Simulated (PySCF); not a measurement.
## C₆ coefficients of unlike pairs at TPSSh

Calculated with PySCF 2.14 from the dipole response of each species, C₆(A,B) = (3/π) ∫ α_A(iu) α_B(iu) du, in atomic units, from isotropic polarisabilities. For ions this is the dispersion term alone; charge-induced terms of lower order in 1/R come first.

| species | configuration | basis | relativity | α (bohr³) | C₆ (like pair) |
| --- | --- | --- | --- | --- | --- |
| Ni | [Ar] 3d8 4s2 (3F) | aug-cc-pwCVTZ (10s9p7d4f3g) | none | 53.17 | 440.5 |
| Al⁺ | [Ne] 3s2 (1S) | dyall-acv3z (19s12p6d4f) | none | 25.61 | 134.7 |
| Ba | [Xe] 6s2 (1S) | x2c-TZVPPall with one added diffuse shell each of s, p, d type (12s8p7d2f1g) | spin-free X2C | 304.8 | 6361 |
| Ni²⁺ | [Ar] 3d8 (3F) | aug-cc-pwCVTZ (10s9p7d4f3g) | none | 3.142 | 8.813 |

Problem. Estimate C₆ for Ni²⁺ with Ni.

Solution. The integral gives 46.81. The combination rule 2 C_A C_B / (C_A α_B/α_A + C_B α_A/α_B) gives 44.33 and the geometric mean 62.31.

No spin-orbit coupling is included.

The other pairs:

```tsv
pair	C₆
Ba, Al⁺	822.3
Ba, Ni	1559
Ni²⁺, Ba	134.4
Ni²⁺, Al⁺	26.66
Al⁺, Ni	241.9
```
